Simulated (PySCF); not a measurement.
## [HfCl3]+: from structure and modes to constants

Level of theory: PBE0 in PySCF with Hf def2-SVP with ECP60, Cl def2-SVP; scalar-relativistic core potentials, no spin–orbit coupling; density-fitted integrals.

The singlet minimum has C3v symmetry. Masses (u): Hf 179.94655, Cl 34.96885.

```xyz
4
charge 1 multiplicity 1, angstrom
Hf    0.0000    0.0000   -0.2964
Cl    2.1099    0.0000    0.5256
Cl   -1.0550    1.8273    0.5256
Cl   -1.0550   -1.8273    0.5256
```

Harmonic wavenumbers (cm⁻¹): 87.8 (a1, ×1), 110.5 (e, ×2), 434.7 (a1, ×1), 441.2 (e, ×2).

(1) What is the harmonic zero-point energy?

(2) Find the vibrational entropy and heat capacity at 298.15 K.

(3) Give the standard entropy (298.15 K, 1 bar) by its translational, rotational, vibrational and spin parts, and Cp.

Answers

(1) Half the sum of all 6 wavenumbers, 1626/2 = 813 cm⁻¹, which is 9.7 kJ/mol (1 cm⁻¹ = 0.0119627 kJ/mol).

(2) With u = 1.43878 ω/T, each mode gives S = R[u/(eᵘ−1) − ln(1−e⁻ᵘ)] and C = R u² eᵘ/(eᵘ−1)².
```csv
ω (cm⁻¹),u,S (J/(mol K)),C (J/(mol K))
87.8,0.424,15.52,8.19
110.5 (×2),0.533,13.64,8.12
434.7,2.098,3.53,5.83
441.2 (×2),2.129,3.44,5.78
```
The sums over all modes are S = 53.2 and C = 41.8 J/(mol K); the softest mode gives 29 % of the entropy (each member, where degenerate).

(3) Sackur–Tetrode with M = 284.85 u gives 179.3; rotation with symmetry number 3 gives 111.7; vibration 53.2; spin R ln 1 = 0.0. The total is 344.3 J/(mol K), and Cp = 4 R + 41.8 = 75.1 J/(mol K).

Other isomers or separated fragments may lie lower. No spin–orbit coupling is included, which matters more the heavier the element.
